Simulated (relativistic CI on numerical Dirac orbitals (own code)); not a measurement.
## Hyperfine structure of Sr³³⁺, mass number 87

Method of calculation: Dirac-Coulomb-Breit CI, separate exchange-only KLI orbitals for each configuration, model QED, unscaled Slater integrals (own radial code, finite nucleus).

CI space (outside the closed core 1s2): 2s²2p, 2s2p², 2p³, 2p²3s, 2p²3p, 2p²3d, 2s²3s, 2s²3p, 2s²3d, 2s2p3s, 2s2p3p, 2s2p3d, 2s²4s, 2s²4p, 2s²4d, 2s²4f. Levels of other configurations are missing.

Nuclear spin I = 9/2, μ = -1.09316 μN, Q = 0.305 b (tables of Stone and Pyykkö). The electronic factors are computed for point nuclear moments, without core polarisation or the Bohr-Weisskopf and QED corrections.

```
       Level   E (eV)  A (GHz)  B (GHz)
2s²2p ²P°1/2    0.000   -140.1         
2s²2p ²P°3/2   77.248   -25.04     57.5
 2s2p² ⁴P1/2   94.350   -363.9         
 2s2p² ⁴P3/2  146.272   -114.5     46.1
 2s2p² ⁴P5/2  166.034   -126.3   -0.589
 2s2p² ²D3/2  202.395    4.481     54.5
 2s2p² ²P1/2  210.479    48.55         
 2s2p² ²D5/2  244.055   -113.3     58.2
```

Levels with J = 0, under 50 % of one LS term, or S terms without an open s electron are left out. Small factors come from cancelling terms and can be off by tens of per cent or more.

At this charge energies of transitions that change n are usually good to better than 1 %, and those within a shell (Δn = 0) to a few per cent.

(1) Give the hyperfine levels of 2s²2p ²P°1/2 relative to its centre of gravity.

Results:

(1) With K = F(F + 1) − I(I + 1) − J(J + 1), E = AK/2: F = 4: 385.3, F = 5: -315.3 GHz.

LS names give the leading component of a level, which can be under half, so a name can repeat, a term be missing and a line seem to break the LS rules.
